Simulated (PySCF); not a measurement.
Start geometry of `F[B](F)[GeH2][CH](F)F` from GFN2-xTB (Å):
```
atom  x, y, z in Å
F1     2.4996    1.4314    0.5853
B2     1.7693    0.6317   -0.1563
F3     2.0747    0.6306   -1.4340
Ge4    0.3093   -0.5252    0.5739
C5    -1.4272   -0.1011   -0.4182
F6    -2.4971   -0.5725    0.2706
F7    -1.5593    1.2595   -0.4371
H8     0.4569   -2.0002    0.3905
H9    -0.0673   -0.3211    2.0372
H10   -1.5084   -0.4541   -1.4331
```

What comes out of this run: PySCF 2.14.0, PBE0-D3(BJ)/def2-SVP geometry optimisation, gas phase?

```
atom  x, y, z in Å
F1     2.6378    1.1191    0.3989
B2     1.8011    0.3620   -0.2763
F3     2.0072    0.2411   -1.5725
Ge4    0.1846   -0.5887    0.6027
C5    -1.4295    0.1431   -0.3100
F6    -2.5565   -0.2063    0.3504
F7    -1.3450    1.5000   -0.3157
H8     0.2214   -2.1059    0.3509
H9     0.0554   -0.2982    2.1026
H10   -1.5256   -0.1932   -1.3588
```

The energy falls by 3.4 kcal/mol over 9 energy and gradient evaluations, the largest force component goes from 0.0364 to 3.5e-04 Eh/bohr, and the atoms move by 0.082 Å rms after alignment. The bond that changes most is B2–Ge4 (ends: three-coordinate boron; germanium bonded to B, C and 2 H), which lengthens by 0.070 Å. Bonds longer at the end by more than 0.005 Å: 4 of 9; shorter: 2. Among the angles that change most is B2–Ge4–H8, from 117.0° to 111.4°. Rotational constants go from 2945, 1015, 886.6 to 2828, 1030, 900.5 MHz. The orientation of the end geometry is arbitrary; only internal coordinates are fixed.

The run used 131 basis functions and 57 SCF cycles in all.

Not checked by PBE0-D3(BJ)/def2-SVP frequencies. One conformer, not necessarily the lowest.
